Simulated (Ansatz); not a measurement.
The same path of ClH3Sn + H3N (9 atoms, charge 0, multiplicity 1) was run twice with different band settings. Lost on the way: Sn1–Cl2, N6–H9. Made: Sn1–N6, Cl2–H9.

Theory: RKS B3LYP-D4/def2-SVP (Ansatz 0.2.0).

Relaxed end points:

```xyz
9
Properties=species:S:1:pos:R:3
Sn 0.200 0.024 -0.047
Cl 0.454 -0.151 2.336
H 1.867 0.027 -0.524
H -0.473 1.539 -0.471
H -0.528 -1.391 -0.676
N -2.511 -0.002 1.066
H -3.190 -0.717 0.799
H -3.016 0.885 1.112
H -2.202 -0.215 2.016
```

```xyz
9
Properties=species:S:1:pos:R:3
Sn -0.433 0.017 -0.422
Cl -0.327 0.639 3.239
H 0.823 -0.995 0.135
H -0.083 1.687 -0.383
H -0.985 -0.471 -1.979
N -2.001 -0.239 0.961
H -2.351 -1.199 0.998
H -2.803 0.363 0.765
H -1.239 0.200 2.297
```

Common settings: movable images 7; climbing image yes; spring 5.0 eV/Å²; optimiser quadratic models (default); start path through a guess of the saddle point; iteration limit 60; end points relaxed.

| run | force threshold |
| --- | --- |
| 1 | 0.03 eV/Å |
| 2 | 0.5 eV/Å |

What does each run give, and how far can it be trusted?

Run 1: converged after 31 iterations, highest image 0.907 eV above the first end. A vibrational analysis at the climbing image gives one clearly imaginary mode, 373i cm⁻¹: a first-order saddle point.
Run 2: converged after 9 iterations, highest image 0.956 eV above the first end. The threshold of 0.5 eV/Å is loose, so the images may lie well off the minimum-energy path. The order of the stationary point at the top wasn't checked.
The orbitals stay closed-shell, which can raise the energy where a bond breaks towards radicals; this wasn't checked here.
